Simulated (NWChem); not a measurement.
All runs are NWChem calculations. System: diiodomethane (CH₂I₂), charge 0, spin multiplicity 1, at a geometry optimised with B3LYP/def2-SVP with def2 effective core potentials on I. Level: CR-CCSD(T)/def2-SVP with def2 effective core potentials on I, 9 core orbitals frozen.

Job file:

```
start mol
memory heap 100 mb stack 700 mb global 1900 mb
geometry units angstroms nocenter noautoz
  I      1.839079     0.000000     0.090760
  C      0.000000     0.000000    -1.048982
  I     -1.839079     0.000000     0.090760
  H      0.000000     0.904558    -1.663358
  H      0.000000    -0.904558    -1.663358
  symmetry group C2v
end
basis spherical
  * library def2-svp
end
ecp
  I library def2-ecp
end
scf
  rhf
  nopen 0
  maxiter 100
  thresh 1e-7
  semidirect memsize 60000000 filesize 0
end
tce
  freeze core 9
  cr-ccsd(t)
  2eorb
  2emet 13
  thresh 1e-6
  maxiter 100
  tilesize 24
end
task tce energy
```

Output (cleaned and shortened):

```
             Northwest Computational Chemistry Package (NWChem) 7.3.0
             --------------------------------------------------------

                                NWChem Input Module
                                -------------------

 Scaling coordinates for geometry "geometry" by  1.889725989
 (inverse scale =  0.529177249)

 Turning off AUTOSYM since
 SYMMETRY directive was detected!

                             Geometry "geometry" -> ""
                             -------------------------

 Output coordinates in angstroms (scale by  1.889725989 to convert to a.u.)

  No.       Tag          Charge          X              Y              Z
 ---- ---------------- ---------- -------------- -------------- --------------
    1 I                   53.0000     1.83907900     0.00000000     0.09076000
    2 C                    6.0000     0.00000000     0.00000000    -1.04898200
    3 I                   53.0000    -1.83907900     0.00000000     0.09076000
    4 H                    1.0000     0.00000000     0.90455800    -1.66335800
    5 H                    1.0000     0.00000000    -0.90455800    -1.66335800

 Effective nuclear repulsion energy (a.u.)     607.3704761000

            Nuclear Dipole moment (a.u.)
            ----------------------------
        X                 Y               Z
 ---------------- ---------------- ----------------
     0.0000000000     0.0000000000    -0.0000907068

      Symmetry information
      --------------------

 Group name             C2v
 Group number             16
 Group order               4
 No. of unique centers     3

      Symmetry unique atoms

     1    2    4


 Summary of "ao basis" -> "" (spherical)
 ------------------------------------------------------------------------------
       Tag                 Description            Shells   Functions and Types
 ---------------- ------------------------------  ------  ---------------------
 *                          def2-svp                  on all atoms

 Summary of "ao basis" -> "ao basis" (spherical)
 ------------------------------------------------------------------------------
       Tag                 Description            Shells   Functions and Types
 ---------------- ------------------------------  ------  ---------------------
 I                          def2-svp                10       26   4s4p2d
 C                          def2-svp                 6       14   3s2p1d
 H                          def2-svp                 3        5   2s1p

                                 NWChem SCF Module
                                 -----------------

  ao basis        = "ao basis"
  functions       =    76
  atoms           =     5
  closed shells   =    29
  open shells     =     0
  charge          =   0.00
  wavefunction    = RHF
  use symmetry    = T
  symmetry adapt  = T

 Summary of "ao basis" -> "ao basis" (spherical)
 ------------------------------------------------------------------------------
       Tag                 Description            Shells   Functions and Types
 ---------------- ------------------------------  ------  ---------------------
 I                          def2-svp                10       26   4s4p2d
 C                          def2-svp                 6       14   3s2p1d
 H                          def2-svp                 3        5   2s1p

      Symmetry analysis of basis
      --------------------------

        a1         29
        a2         10
        b1         22
        b2         15
[...]
     3     -0.176195  1 I  s                 43      0.176195  3 I  s

 Vector   32  Occ=0.000000D+00  E= 1.912607D-01  Symmetry=a1
              MO Center= -7.6D-16, -2.5D-16, -1.7D+00, r^2= 4.5D+00
   Bfn.  Coefficient  Atom+Function         Bfn.  Coefficient  Atom+Function
  ----- ------------  ---------------      ----- ------------  ---------------
    29      2.163616  2 C  s                 68     -1.595782  4 H  s
    73     -1.595782  5 H  s                 35     -0.951841  2 C  pz
     3      0.312777  1 I  s                 43      0.312777  3 I  s
    32     -0.256191  2 C  pz

 center of mass
 --------------
 x =   0.00000000 y =   0.00000000 z =   0.05005864

 moments of inertia (a.u.)
 ------------------
          79.753137199221           0.000000000000           0.000000000000
           0.000000000000        3139.293719725137           0.000000000000
           0.000000000000           0.000000000000        3071.319777974151

  Mulliken analysis of the total density
  --------------------------------------

    Atom       Charge   Shell Charges
 -----------   ------   -------------------------------------------------------
    1 I   25    24.96   1.83  0.22  1.22  0.70  2.93  3.12  2.53  2.37  9.83  0.22
    2 C    6     6.38   1.99  0.88  0.45  1.88  1.16  0.03
    3 I   25    24.96   1.83  0.22  1.22  0.70  2.93  3.12  2.53  2.37  9.83  0.22
    4 H    1     0.84   0.73  0.09  0.03
    5 H    1     0.84   0.73  0.09  0.03

       Multipole analysis of the density wrt the origin
       ------------------------------------------------

     L   x y z        total         open         nuclear
     -   - - -        -----         ----         -------
     0   0 0 0     -0.000000      0.000000     58.000000

     1   1 0 0      0.000000      0.000000      0.000000
     1   0 1 0     -0.000000      0.000000      0.000000
     1   0 0 1     -0.499083      0.000000     -9.604736

     2   2 0 0    -44.997595      0.000000    603.904751
     2   1 1 0      0.000000      0.000000      0.000000
     2   1 0 1     -0.000000      0.000000      0.000000
     2   0 2 0    -45.759252      0.000000      5.843869
     2   0 1 1     -0.000000      0.000000      0.000000
     2   0 0 2    -43.477296      0.000000     44.808172

                   NWChem Extensible Many-Electron Theory Module
                   ---------------------------------------------


            General Information
            -------------------
      Number of processors :     1
         Wavefunction type : Restricted Hartree-Fock
          No. of electrons :    58
           Alpha electrons :    29
            Beta electrons :    29
           No. of orbitals :   152
            Alpha orbitals :    76
             Beta orbitals :    76
        Alpha frozen cores :     9
         Beta frozen cores :     9
     Alpha frozen virtuals :     0
      Beta frozen virtuals :     0
         Spin multiplicity : singlet
    Number of AO functions :    76
       Number of AO shells :    32
        Use of symmetry is : on
      Symmetry adaption is : on
         Schwarz screening : 0.10D-09

          Correlation Information
          -----------------------
          Calculation type : Coupled-cluster singles & doubles w/ perturbation
   Perturbative correction : Completely renormalized (T)
            Max iterations :      100
        Residual threshold : 0.10D-05
     T(0) DIIS level shift : 0.00D+00
     L(0) DIIS level shift : 0.00D+00
     T(1) DIIS level shift : 0.00D+00
     L(1) DIIS level shift : 0.00D+00
     T(R) DIIS level shift : 0.00D+00
     T(I) DIIS level shift : 0.00D+00
   CC-T/L Amplitude update :  5-th order DIIS
                I/O scheme : Global Array Library
        L-threshold :  0.10D-05
        EOM-threshold :  0.10D-05
 no EOMCCSD initial starts read in
 TCE RESTART OPTIONS
 SLICE:      F
 D4D5:       F
 quantumc:   F
 qrotation:  F
 pwtce:      F
 qducc:      F
 nacto:                         0
 nrotv:                         0
 nrot:                          0

            Memory Information
            ------------------
          Available GA space size is     249031024 doubles
          Available MA space size is     104847428 doubles

 Maximum block size supplied by input
 Maximum block size        24 doubles

 tile_dim =     18

 -------------------------------------------------

 Global array virtual files algorithm will be used

 Parallel file system coherency ......... OK

 4-electron integrals stored in orbital form

 v2    file size   =          1111609
 4-index algorithm nr.  13 is used
 imaxsize =       30
 imaxsize ichop =        0


CCSD iterations
 ---------------------------------------------------------
 Iter          Residuum       Correlation     Cpu    Wall
 ---------------------------------------------------------
    1   0.1336071812003  -0.3849476573541     0.2     0.2
    2   0.0371881542852  -0.4005225165407     0.2     0.2
    3   0.0139008989186  -0.4075971990826     0.2     0.2
    4   0.0059817987260  -0.4089478809765     0.2     0.2
    5   0.0027289242331  -0.4096472998548     0.2     0.2
    6   0.0006522711346  -0.4100048603304     0.2     0.2
    7   0.0002609593469  -0.4100584135252     0.2     0.2
    8   0.0001225862150  -0.4100605145085     0.2     0.2
    9   0.0000655619418  -0.4100600452786     0.2     0.2
   10   0.0000340043242  -0.4100616453183     0.2     0.2
   11   0.0000074836655  -0.4100623322103     0.2     0.2
   12   0.0000040489658  -0.4100628184464     0.2     0.2
   13   0.0000024743015  -0.4100630207375     0.2     0.2
   14   0.0000016834171  -0.4100630526708     0.2     0.2
   15   0.0000011233820  -0.4100630702872     0.2     0.2
   16   0.0000001886943  -0.4100630635082     0.2     0.2
 -----------------------------------------------------------------
 Iterations converged
 CCSD correlation energy / hartree =        -0.410063063508152
 CCSD total energy / hartree       =      -632.697388389746379

 Singles contributions

 Doubles contributions
 CR-CCSD(T)

 CR-CCSD[T]  correction energy / hartree =        -0.009640954175446
 CR-CCSD[T] correlation energy / hartree =        -0.419704017683599
 CR-CCSD[T] total energy / hartree       =      -632.707029343921818
 CR-CCSD(T)  correction energy / hartree =        -0.009190982721408
 CR-CCSD(T) correlation energy / hartree =        -0.419254046229561
 CR-CCSD(T) total energy / hartree       =      -632.706579372467786

 Task  times  cpu:       18.9s     wall:       18.9s

 Total times  cpu:       18.9s     wall:       18.9s
```
